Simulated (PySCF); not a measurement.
Compound: C4H5FN2Si2.
SMILES: `C(#N)/C(=C(\[SiH2]F)C#N)[SiH3]`

Computed, not measured: PySCF, TDDFT CAM-B3LYP/def2-SVPD, vertical, gas phase, core orbitals frozen in the response. The structure is a single GFN2-xTB conformer in the gas phase; no vibrational or solvent corrections. GFN2-xTB frequencies show an imaginary mode (41i cm⁻¹), so this geometry is no minimum at that level. Torsions of this conformer, `[N:1]#[C:2]/[C:3]([SiH3:4])=[C:5](/[C:6]#[N:7])[SiH2:8][F:9]`: C3–C5–Si8–F9 -124°.

Computed singlets with f of 0.002 or more:

```
state  λ (nm)       f
   S2   241.6   0.378
   S3   215.9  0.0047
   S5   184.7  0.0065
   S6   183.7  0.0087
   S7   181.0   0.030
   S8   179.6  0.0036
```

Question: Turn these into Einstein A coefficients, radiative lifetimes, transition dipoles and integrated cross-sections.

Answer: A / s⁻¹ = 0.6670 f (ν̃ / cm⁻¹)² and τ = 1/A in vacuum; |μ| follows from f = (2/3) ΔE |μ|² (atomic units, 1 au = 2.5417 D); ∫σ dE = 109.76 f Mb·eV.

```tsv
state	A (s⁻¹)	τ	|μ| (D)	∫σ dE (Mb·eV)
S2	4.3×10⁸	2.3 ns	4.41	42
S3	6.7×10⁶	150 ns	0.46	0.52
S5	1.3×10⁷	79 ns	0.51	0.71
S6	1.7×10⁷	58 ns	0.58	0.95
S7	6.1×10⁷	16 ns	1.08	3.3
S8	7.5×10⁶	130 ns	0.37	0.4
```

The rates are for emission to S0 at the absorption energy, with no other channel.

Question: Which computed singlets stay under f = 0.002?

Answer: S1 (4.70 eV, f 0.0008) and S4 (6.23 eV, f 0.0013).

Question: How much energy does a mole of photons resonant with S2 carry?

Answer: 5.133 eV × 96.485 = 495 kJ/mol (118 kcal/mol).

Question: What is the integrated cross-section of all computed states together?

Answer: Σf = 0.434 over S1 to S8, so 109.76 × Σf ≈ 47.6 Mb·eV.
